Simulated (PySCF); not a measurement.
FGaH₄N₂.

```xyz
8

Ga     0.0000     0.0000    -0.0134
F      0.0000     0.0000     1.7439
N     -1.6205    -0.0497    -0.8008
H     -1.7616     0.1705    -1.7781
H     -2.4593     0.1070    -0.2560
N      1.6205     0.0497    -0.8008
H      1.7616    -0.1705    -1.7781
H      2.4593    -0.1070    -0.2560
```
Charge 0, spin multiplicity 1.

The structure is a stationary point at PBE0-D3(BJ)/def2-SVP. The structure was generated by enumeration; whether it is a known compound was not checked. One conformer was computed; it need not be the lowest.

These are HF/pcSseg-1 (PySCF) values and carry that method's errors. Non-relativistic, no solvent.

Computed absolute GIAO shielding of each atom: isotropic value and principal components (ppm):
| atom | σ(iso) | σ11 | σ22 | σ33 | span |
|---|---|---|---|---|---|
| Ga1 | 1614.2 | 1396.3 | 1525.2 | 1921.1 | 524.8 |
| F2 | 428.5 | 377.7 | 450.5 | 457.3 | 79.6 |
| N3 | 274.6 | 246.4 | 284.5 | 292.8 | 46.4 |
| H4 | 31.3 | 22.7 | 26.5 | 44.8 | 22.0 |
| H5 | 31.1 | 22.4 | 25.9 | 45.0 | 22.6 |
| N6 | 274.6 | 246.4 | 284.5 | 292.8 | 46.4 |
| H7 | 31.3 | 22.7 | 26.5 | 44.8 | 22.0 |
| H8 | 31.1 | 22.4 | 25.9 | 45.0 | 22.6 |
